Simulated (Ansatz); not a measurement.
Ligand exchange: InH2(NH2) + SiH2(CH3)(OH) → InH2(OH) + SiH2(CH3)(NH2)

Species: InH2(NH2), singlet; SiH2(CH3)(OH), singlet; InH2(OH), singlet; SiH2(CH3)(NH2), singlet. The partners trade NH2 for OH: In–NH2 and Si–OH bonds give way to In–OH and Si–NH2.

Shapes, held fixed at every level: PBE0-D4/def2-TZVP. Flexible molecules stand in one conformer, not always the lowest. Programs: Ansatz 0.2.0. The zero-point and thermal change to 298 K, harmonic and unscaled (PBE0-D4/def2-TZVP), is 0.0 kJ/mol.

Q: Estimate ΔH(298 K) of this reaction.

A: The highest level, CCSD(T)/def2-TZVPP, gives ΔH(298 K) = +27.5 kJ/mol; the levels span +19.8 to +28.1. The column of differences is taken from that level and isn't an error. No measured value is set beside it here. For atoms past krypton def2 sets carry core potentials with scalar relativity. Outer-core shells of In are correlated in most correlated rows, in sets that cover them unevenly. Times are processor times on shared x86 and Arm servers, and rough.

```json
{"level": "PBE-D4/def2-TZVPP", "kind": "GGA", "ΔH(298 K) (kJ/mol)": "+19.8", "less CCSD(T)/def2-TZVPP": "-7.7", "CPU time (sum over the molecules)": "19 s"}
{"level": "r2SCAN-D4/def2-TZVPP", "kind": "meta-GGA", "ΔH(298 K) (kJ/mol)": "+23.2", "less CCSD(T)/def2-TZVPP": "-4.3", "CPU time (sum over the molecules)": "32 s"}
{"level": "B3LYP-D4/def2-TZVPP", "kind": "global hybrid", "ΔH(298 K) (kJ/mol)": "+23.5", "less CCSD(T)/def2-TZVPP": "-4.0", "CPU time (sum over the molecules)": "26 s"}
{"level": "BHLYP-D4/def2-TZVPP", "kind": "global hybrid", "ΔH(298 K) (kJ/mol)": "+27.3", "less CCSD(T)/def2-TZVPP": "-0.2", "CPU time (sum over the molecules)": "23 s"}
{"level": "wB97X-V/def2-TZVPP", "kind": "range-separated hybrid", "ΔH(298 K) (kJ/mol)": "+24.3", "less CCSD(T)/def2-TZVPP": "-3.2", "CPU time (sum over the molecules)": "44 s"}
{"level": "MP2/def2-TZVPP", "kind": "perturbation theory", "ΔH(298 K) (kJ/mol)": "+28.1", "less CCSD(T)/def2-TZVPP": "+0.6", "CPU time (sum over the molecules)": "–"}
{"level": "CCSD(T)/def2-TZVPP", "kind": "coupled cluster or CI", "ΔH(298 K) (kJ/mol)": "+27.5", "less CCSD(T)/def2-TZVPP": "0.0", "CPU time (sum over the molecules)": "4.2 min"}
```
